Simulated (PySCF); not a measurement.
## Bi²⁺ (bismuth, charge +2) across methods

[Xe] 4f14 5d10 6s2 6p1, 2P determinant. All numbers are calculated (PySCF 2.14, scalar relativity by spin-free X2C-1e, in aug-cc-pVTZ-DK3).

```json
{"method": "PBE0", "E (hartree)": "-21532.22", "mean ε 6s α (eV)": "-32.227", "mean ε 6s β (eV)": "-31.208", "mean ε 6p α (eV)": "-20.711", "Σ⟨r²⟩ (bohr²)": "49.62", "⟨S²⟩": "0.752"}
{"method": "M06-2X", "E (hartree)": "-21534.67", "mean ε 6s α (eV)": "-33.899", "mean ε 6s β (eV)": "-32.168", "mean ε 6p α (eV)": "-22.022", "Σ⟨r²⟩ (bohr²)": "49.41", "⟨S²⟩": "0.753"}
{"method": "UHF", "E (hartree)": "-21526.23915", "mean ε 6s α (eV)": "-35.203", "mean ε 6s β (eV)": "-33.051", "mean ε 6p α (eV)": "-23.346", "Σ⟨r²⟩ (bohr²)": "49.99", "⟨S²⟩": "0.756"}
{"method": "r2SCAN", "E (hartree)": "-21532.44", "mean ε 6s α (eV)": "-31.267", "mean ε 6s β (eV)": "-30.361", "mean ε 6p α (eV)": "-19.938", "Σ⟨r²⟩ (bohr²)": "49.55", "⟨S²⟩": "0.753"}
{"method": "BHandHLYP", "E (hartree)": "-21532.18", "mean ε 6s α (eV)": "-33.429", "mean ε 6s β (eV)": "-32.212", "mean ε 6p α (eV)": "-21.647", "Σ⟨r²⟩ (bohr²)": "49.76", "⟨S²⟩": "0.752"}
{"method": "PBE", "E (hartree)": "-21532.54", "mean ε 6s α (eV)": "-30.887", "mean ε 6s β (eV)": "-30.211", "mean ε 6p α (eV)": "-19.595", "Σ⟨r²⟩ (bohr²)": "49.67", "⟨S²⟩": "0.751"}
{"method": "LDA", "E (hartree)": "-21519.49", "mean ε 6s α (eV)": "-31.256", "mean ε 6s β (eV)": "-30.678", "mean ε 6p α (eV)": "-19.739", "Σ⟨r²⟩ (bohr²)": "49.59", "⟨S²⟩": "0.750"}
```

Spin-orbit coupling, absent here, splits the open shell strongly.
